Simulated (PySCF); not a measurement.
3-methylthietane (C₄H₈S), SMILES CC1CSC1. Heavy atoms are numbered as in [CH3:1][CH:2]1[CH2:3][S:4][CH2:5]1. Hydrogens are named by the atom that carries them.

Geometry: ωB97X-D3(BJ)/def2-SVP.

Method: PBE/def2-TZVP in PySCF.

ESP charges are fitted to the potential on shells at 1.4 to 2.0 van der Waals radii. Atomic charges (e), one atom of each kind:

```json
[
 {"atom": "C1 (CH3)", "meta-Löwdin": "-0.35", "ESP fit": "-0.59"},
 {"atom": "C2 (CH)", "meta-Löwdin": "___", "ESP fit": "0.15"},
 {"atom": "C3 (CH2)", "meta-Löwdin": "___", "ESP fit": "-0.12"},
 {"atom": "S4", "meta-Löwdin": "___", "ESP fit": "-0.22"},
 {"atom": "H on C1", "meta-Löwdin": "0.12", "ESP fit": "0.15"},
 {"atom": "H on C2", "meta-Löwdin": "0.11", "ESP fit": "0.06"},
 {"atom": "H on C3", "meta-Löwdin": "0.12", "ESP fit": "0.09"}
]
```

**Question.** Fill in the missing entries. (Estimate from the structure and the level; the computed values follow.)

**Answer.** 
- C2 (CH), meta-Löwdin: -0.06
- C3 (CH2), meta-Löwdin: -0.26
- S4, meta-Löwdin: 0.01

**Question.** Give the Mayer and Wiberg (Löwdin basis) orders of the bonds. (Estimate from the structure and the level; the computed values follow.)

**Answer.** 
```
bond   Mayer  Wiberg
-----  -----  ------
C1–C2   0.99    1.27
C2–C3   1.02    1.17
C3–S4   1.08    1.37
C2–C5   1.02    1.17
S4–C5   1.08    1.37
```
